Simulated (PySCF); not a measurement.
## Two-component Hartree-Fock for Tl⁴¹⁺ (thallium, charge +41)

Start: [Kr] 4d4; 4d3/2 filled at m_j = -3/2, -1/2, +1/2, +3/2. Calculated with PySCF 2.14 in an even-tempered Gaussian basis (16 s from 5 bohr⁻², ratio 2.8; 14 p from 6.5 bohr⁻², ratio 2.8; 9 d from 6.5 bohr⁻², ratio 2.8; 3 f from 25 bohr⁻², ratio 3): generalised Hartree-Fock with the X2C-1e Hamiltonian and a Gaussian nucleus; one run each with spin-orbit coupling (SO) switched off, then screened by Boettger's factors.

```json
{"spinor shell": "1s1/2", "electrons": "2", "ε, spin-free (eV)": "-87894.8", "ε, screened SO (eV)": "-87855.5", "weight of nominal j (screened SO)": "1.000", "rms radius, screened SO (bohr)": "0.0184"}
{"spinor shell": "2s1/2", "electrons": "2", "ε, spin-free (eV)": "-17354.1", "ε, screened SO (eV)": "-17339.9", "weight of nominal j (screened SO)": "1.000", "rms radius, screened SO (bohr)": "0.0743"}
{"spinor shell": "2p1/2", "electrons": "2", "ε, spin-free (eV)": "-15207.0", "ε, screened SO (eV)": "-16701.2", "weight of nominal j (screened SO)": "1.000", "rms radius, screened SO (bohr)": "0.0628"}
{"spinor shell": "2p3/2", "electrons": "4", "ε, spin-free (eV)": "-15207.0", "ε, screened SO (eV)": "-14623.6", "weight of nominal j (screened SO)": "1.000", "rms radius, screened SO (bohr)": "0.0710"}
{"spinor shell": "3s1/2", "electrons": "2", "ε, spin-free (eV)": "-5599.4", "ε, screened SO (eV)": "-5593.6", "weight of nominal j (screened SO)": "1.000", "rms radius, screened SO (bohr)": "0.188"}
{"spinor shell": "3p1/2", "electrons": "2", "ε, spin-free (eV)": "-4967.1", "ε, screened SO (eV)": "-5309.2", "weight of nominal j (screened SO)": "1.000", "rms radius, screened SO (bohr)": "0.179"}
{"spinor shell": "3p3/2", "electrons": "4", "ε, spin-free (eV)": "-4967.1", "ε, screened SO (eV)": "-4828.2", "weight of nominal j (screened SO)": "1.000", "rms radius, screened SO (bohr)": "0.195"}
{"spinor shell": "3d3/2", "electrons": "4", "ε, spin-free (eV)": "-4312.9", "ε, screened SO (eV)": "-4375.2", "weight of nominal j (screened SO)": "1.000", "rms radius, screened SO (bohr)": "0.170"}
{"spinor shell": "3d5/2", "electrons": "6", "ε, spin-free (eV)": "-4312.9", "ε, screened SO (eV)": "-4265.1", "weight of nominal j (screened SO)": "1.000", "rms radius, screened SO (bohr)": "0.175"}
{"spinor shell": "4s1/2", "electrons": "2", "ε, spin-free (eV)": "-2480.6", "ε, screened SO (eV)": "-2478.1", "weight of nominal j (screened SO)": "1.000", "rms radius, screened SO (bohr)": "0.391"}
{"spinor shell": "4p1/2", "electrons": "2", "ε, spin-free (eV)": "-2243.0", "ε, screened SO (eV)": "-2361.9", "weight of nominal j (screened SO)": "1.000", "rms radius, screened SO (bohr)": "0.390"}
{"spinor shell": "4p3/2", "electrons": "4", "ε, spin-free (eV)": "-2243.0", "ε, screened SO (eV)": "-2192.9", "weight of nominal j (screened SO)": "1.000", "rms radius, screened SO (bohr)": "0.420"}
{"spinor shell": "4d3/2", "electrons": "4", "ε, spin-free (eV)": "-2004.3", "ε, screened SO (eV)": "-2016.3", "weight of nominal j (screened SO)": "1.000", "rms radius, screened SO (bohr)": "0.401"}
```

| quantity | spin-free | screened SO |
| --- | --- | --- |
| E (hartree) | -19163.66143 | -19201.11586 |
| M_J | 0 | 0 |
| ⟨J²⟩ | 4.001 | 0.000 |
| ⟨L²⟩ | 6.001 | 2.524 |
| ⟨S²⟩ | 6.000 | 2.524 |

Breit and QED terms are absent; they matter most for the inner s and p1/2 levels.

Densities and radii are taken from the X2C orbitals without a picture-change correction, which distorts them close to the nucleus.

Without spin-orbit coupling the j labels of p, d and f shells carry no meaning; the spin-free column gives the mean over the occupied spinors of each nl shell, and its ⟨J²⟩ belongs to a mixture of degenerate components.
